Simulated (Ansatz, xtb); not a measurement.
Two structures of GaGeH3Zn

Structure X: a singlet given by its coordinates. Structure Y: a singlet given by its coordinates. Both are isolated molecules in the gas phase, relaxed with r2SCAN-D4/def2-SVP.

X (Å):

```xyz
6

Ga   -2.1492    0.0917    0.1185
Ge   -0.5613    1.4086   -0.8814
Zn   -0.1470   -0.8799   -1.6605
H     0.3912   -2.1896   -2.3061
H    -3.4809   -0.6623    0.4765
H    -2.0832    1.1110   -1.5635
```

Close contacts (Å): Ga1–Ge2 2.29, Ga1–Zn3 2.85, Ge2–Zn3 2.45, Ga1–H5 1.57, Ga1–H6 1.97, Ge2–H6 1.69, Zn3–H4 1.56.

Y (Å):

```xyz
6

Ga   -2.6538    1.9568   -2.1607
Ge   -0.9885    0.1332   -1.8471
Zn   -0.4567   -1.5892   -0.2581
H    -0.1139   -2.7026    0.7692
H    -1.2928    1.2420   -0.6765
H    -2.6030   -0.1355   -1.7302
```

Close contacts (Å): Ga1–Ge2 2.49, Ge2–Zn3 2.40, Ga1–H5 2.14, Ga1–H6 2.14, Ge2–H5 1.64, Ge2–H6 1.64, Zn3–H4 1.55.

Q: Estimate E(Y) − E(X) at the level CCSD(T)/def2-TZVP.

A: Calculated at CCSD(T)/def2-TZVP: E(Y) − E(X) = +2.6 kcal/mol, so structure X lies lower.

The same difference at several levels:

| level | geometry | E(Y) − E(X) (kcal/mol) | departure from the last row (kcal/mol) | job, with rough time for the two |
| --- | --- | --- | --- | --- |
| r2SCAN-D4/def2-SVP | r2SCAN-D4/def2-SVP | +3.5 | +1.0 | optimisation, 70 s |
| HF/def2-TZVP | r2SCAN-D4/def2-SVP | −2.6 | −5.2 | part of the CCSD(T) run |
| MP2/def2-TZVP | r2SCAN-D4/def2-SVP | +5.5 | +2.9 | part of the CCSD(T) run |
| CCSD(T)/def2-TZVP | r2SCAN-D4/def2-SVP | +2.6 |  | single point, 4 min |

HF/def2-TZVP puts the two in the other order. The largest departure from CCSD(T)/def2-TZVP is that of HF/def2-TZVP, 5.2 kcal/mol. Levels run at GFN2-xTB geometries aren't shown.

With harmonic frequencies from r2SCAN-D4/def2-SVP (ideal gas, rigid rotor, one conformer each, 298.15 K, 1 atm): on the last row, ΔE + ΔZPE = +2.7 kcal/mol. A mode under 50 cm⁻¹ makes harmonic enthalpies and free energies unreliable, so none is given.

The correlated steps freeze 23 core orbitals; the filled d shell of Ga and Ge is correlated; the last core shell of Zn is correlated, in a basis made for valence electrons. Run with Ansatz 0.2.0; the last row on 2 threads of Arm Neoverse V2 on a shared host.
